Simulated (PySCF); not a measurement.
Job file and geometry (Å, from GFN2-xTB) of an NMR shielding run on SMILES CCOP(=O)(O[SiH3])OCC, C₄H₁₃O₄PSi, GIAO PBE0/pcSseg-1 NMR shielding, non-relativistic, gas phase in PySCF 2.14.0, density-fitted response routines; density fitting, a coarse starting grid and PySCF grid level 2 are the driver's defaults:

```
$ OMP_NUM_THREADS=1 python probes_run.py task.json out

{"job": {"kind": "nmr", "xc": "PBE0", "basis": "pcSseg-1"}, "charge": 0, "multiplicity": 1}
C     -2.733919    -0.566134    -0.340813
C     -1.411174    -1.272541    -0.581947
O     -0.384061    -0.361272    -0.939863
P      0.357793     0.440418     0.229901
O      0.254932    -0.184769     1.547738
O     -0.179808     1.912923     0.107815
Si    -1.279098     2.833195     0.886704
O      1.819023     0.672398    -0.339645
C      2.828952    -0.245978     0.054270
C      2.675785    -1.589747    -0.637089
H     -3.517057    -1.299667    -0.166981
H     -2.997647     0.041406    -1.203044
H     -2.647855     0.077777     0.531716
H     -1.109951    -1.810864     0.322512
H     -1.485782    -1.972008    -1.419611
H     -1.544022     2.333789     2.234150
H     -0.612710     4.130876     0.869699
H     -2.498106     2.782897     0.073232
H      2.783900    -0.379420     1.140218
H      3.773436     0.233271    -0.218304
H      1.751456    -2.060411    -0.310226
H      2.637538    -1.454666    -1.715174
H      3.513623    -2.234488    -0.383487
```

Question: What does the program print?

Answer: 
```
coarse grid: 20000 points
cycle   1  E = -1090.8983974587  dE =  1.733e+00  |g| = 1.242e+00  |ddm| = 4.330e+00
cycle   2  E = -1090.5868869759  dE =  3.115e-01  |g| = 1.800e+00  |ddm| = 2.082e+00
cycle   3  E = -1091.1583142635  dE = -5.714e-01  |g| = 2.362e-01  |ddm| = 1.398e+00
cycle   4  E = -1091.1679073887  dE = -9.593e-03  |g| = 7.754e-02  |ddm| = 2.075e-01
cycle   5  E = -1091.1688506758  dE = -9.433e-04  |g| = 1.920e-02  |ddm| = 5.147e-02
cycle   6  E = -1091.1689292947  dE = -7.862e-05  |g| = 4.199e-03  |ddm| = 1.536e-02
cycle   7  E = -1091.1689327617  dE = -3.467e-06  |g| = 1.095e-03  |ddm| = 3.197e-03
final grid: 183352 points
cycle   8  E = -1091.2698446353  dE = -4.124e-05  |g| = 1.410e-02  |ddm| = 2.939e-02
cycle   9  E = -1091.2698155431  dE =  2.909e-05  |g| = 1.892e-02  |ddm| = 2.014e-02
cycle  10  E = -1091.2698821628  dE = -6.662e-05  |g| = 1.191e-03  |ddm| = 1.181e-02
cycle  11  E = -1091.2698824137  dE = -2.509e-07  |g| = 2.934e-04  |ddm| = 1.001e-03
cycle  12  E = -1091.2698824266  dE = -1.295e-08  |g| = 1.534e-04  |ddm| = 2.892e-04
cycle  13  E = -1091.2698824307  dE = -4.048e-09  |g| = 3.361e-05  |ddm| = 1.213e-04
cycle  14  E = -1091.2698824309  dE = -1.942e-10  |g| = 1.011e-05  |ddm| = 2.618e-05
converged SCF energy = -1091.2698824309

GIAO shielding tensors (ppm)
atom      isotropic    diamagn.    paramagn.     s11        s22        s33       span
  0 C      165.793     250.812     -85.020    149.005    166.052    182.321     33.315
  1 C      122.972     246.442    -123.470     90.373    108.795    169.748     79.375
  2 O      216.676     406.441    -189.764    140.672    228.299    281.059    140.387
  3 P      324.955     972.515    -647.560    247.575    265.142    462.148    214.573
  4 O      203.455     401.854    -198.399    177.269    212.278    220.819     43.550
  5 O      245.971     404.324    -158.353    195.322    238.142    304.449    109.127
  6 Si     390.881     880.130    -489.249    359.576    362.002    451.066     91.490
  7 O      226.942     403.309    -176.368    157.674    237.515    285.635    127.961
  8 C      122.147     243.473    -121.326     87.751    109.092    169.599     81.849
  9 C      167.390     250.285     -82.894    151.357    167.759    183.055     31.697
 10 H       30.583      28.481       2.102     26.445     27.146     38.158     11.713
 11 H       30.142      31.070      -0.928     27.092     27.892     35.441      8.349
 12 H       30.346      33.301      -2.955     25.988     30.964     34.086      8.099
 13 H       27.097      32.912      -5.815     22.548     27.837     30.908      8.360
 14 H       27.713      30.788      -3.075     21.973     27.553     33.612     11.639
 15 H       26.475      29.442      -2.966     23.136     25.468     30.822      7.687
 16 H       26.716      28.652      -1.935     22.579     24.872     32.698     10.119
 17 H       26.653      29.730      -3.077     22.637     25.902     31.419      8.781
 18 H       27.183      30.219      -3.036     22.613     27.107     31.830      9.216
 19 H       27.691      28.317      -0.627     22.033     27.122     33.917     11.884
 20 H       30.196      33.218      -3.021     25.239     31.527     33.823      8.584
 21 H       30.216      30.745      -0.530     26.796     28.393     35.459      8.663
 22 H       30.791      27.622       3.169     26.707     27.215     38.450     11.743
```

Question: Turn these shieldings into chemical shifts. References, each an isolated molecule treated in the same way: 13C (σ = 186.93 ppm), 29Si (σ = 349.16 ppm), 1H (σ = 31.72 ppm) vs TMS; H2O for 17O (σ = 336.08 ppm); 31P (σ = 318.38 ppm) vs H3PO4.

Answer: Averaging equivalent atoms: C 1/8: 64.4; C 0/9: 20.3; O 4: 132.6; O 2/7: 114.3; O 5: 90.1; P 3: -6.6; Si 6: -41.7; H 15/16/17: 5.10; H 13/19: 4.32; H 14/18: 4.27; H 10/11/12/20/21/22: 1.34 ppm. Experimental scales use liquid or dissolved standards, which lie at an offset from isolated H2O (liquid H2O: subtract about 36 ppm) and H3PO4.

Size and cost of the density-fitted run: 249 basis functions, 57 s wall time on 1 thread of an Intel Xeon 6975P-C, shared host; peak memory 1.3 GiB.
